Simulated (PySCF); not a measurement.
Point-charge models of `C=Nc1cccc(C)c1` against its computed dipole.

Coordinates (GFN2-xTB, Å) and charges (e) from the PBE0/pcSseg-1 density (PySCF):

```tsv
atom	x	y	z	Mulliken	IAO	Hirshfeld	ESP-fitted
C1	3.170	1.114	-0.148	+0.0165	-0.1130	+0.0132	+0.1909
N2	2.019	1.220	-0.635	-0.4077	-0.2326	-0.1324	-0.5796
C3	0.987	0.341	-0.347	+0.0452	+0.1014	+0.0390	+0.6611
C4	1.158	-1.043	-0.384	-0.0346	-0.1906	-0.0673	-0.3874
C5	0.074	-1.872	-0.172	-0.0630	-0.1438	-0.0507	-0.1183
C6	-1.176	-1.339	0.090	-0.0267	-0.1720	-0.0606	-0.3845
C7	-1.363	0.038	0.130	-0.3332	+0.0224	+0.0108	+0.4523
C8	-2.719	0.622	0.390	-0.1230	-0.4254	-0.1150	-0.5820
C9	-0.279	0.869	-0.105	+0.0262	-0.1727	-0.0622	-0.6170
H10	3.467	0.370	0.597	+0.0986	+0.1134	+0.0445	+0.0193
H11	3.926	1.818	-0.467	+0.1216	+0.1563	+0.0552	+0.0783
H12	2.133	-1.454	-0.605	+0.0853	+0.1496	+0.0428	+0.1859
H13	0.205	-2.944	-0.206	+0.0875	+0.1531	+0.0503	+0.1655
H14	-2.016	-1.997	0.261	+0.0666	+0.1457	+0.0459	+0.1889
H15	-3.365	-0.098	0.886	+0.1151	+0.1467	+0.0460	+0.1511
H16	-2.644	1.514	1.007	+0.1243	+0.1505	+0.0469	+0.1620
H17	-3.188	0.906	-0.553	+0.1384	+0.1563	+0.0474	+0.1675
H18	-0.397	1.942	-0.081	+0.0630	+0.1546	+0.0463	+0.2461
```

Question: What dipole does each set of charges give (1 e·Å = 4.803 D), and what does the density give?

Answer: The full density gives (0.37, -0.65, 0.96) D, 1.22 D in size; dipole vectors point from the negative to the positive end.

| scheme | μx | μy | μz | size (D) | share of the full size (%) | angle to the full dipole (°) |
| --- | --- | --- | --- | --- | --- | --- |
| Mulliken | -1.23 | -0.83 | 1.27 | 1.95 | 160 | 57 |
| IAO | 0.14 | -0.33 | 0.77 | 0.85 | 70 | 13 |
| Hirshfeld | 0.24 | 0.01 | 0.46 | 0.52 | 42 | 34 |
| ESP-fitted | 0.37 | -0.65 | 0.98 | 1.23 | 101 | 0 |

Question: Which set comes closest?

Answer: Length of the difference vector: ESP-fitted 0.01 D, IAO 0.43 D, Hirshfeld 0.84 D, Mulliken 1.63 D. Closest: ESP-fitted. ESP charges are fitted to the potential around the molecule, whose slowest-falling term is the dipole's. The schemes that divide the density aren't constrained to reproduce the dipole.

Question: What is left for the Hirshfeld atoms' own dipoles?

Answer: The Hirshfeld atoms' densities add up to the full density, so μ = Σ q r + Σ (atomic dipoles). The atomic dipoles sum to (0.37, -0.65, 0.96) − (0.24, 0.01, 0.46) = (0.13, -0.66, 0.50) D, 0.84 D in size.

Question: With the origin at the mean of the coordinates, (0.000, 0.000, -0.019) Å, which are the largest single terms, by size, of the Mulliken dipole along the direction of the full one?

Answer: H17 -1.24, N2 +1.03, H10 +0.63, H13 +0.62, C7 +0.50 D; all 18 atoms together +1.07 D. The single terms depend on the origin, their sum doesn't.

Question: Give the size of the full dipole in other units.

Answer: 1.22 D = 0.478 au = 0.253 e·Å = 4.06 × 10⁻³⁰ C·m.

Isolated species at its GFN2-xTB geometry (one conformer only).

Shape of the structure used: `[CH2:1]=[N:2][c:3]1[cH:4][cH:5][cH:6][c:7]([CH3:8])[cH:9]1`: C1–N2–C3–C4 -47°.
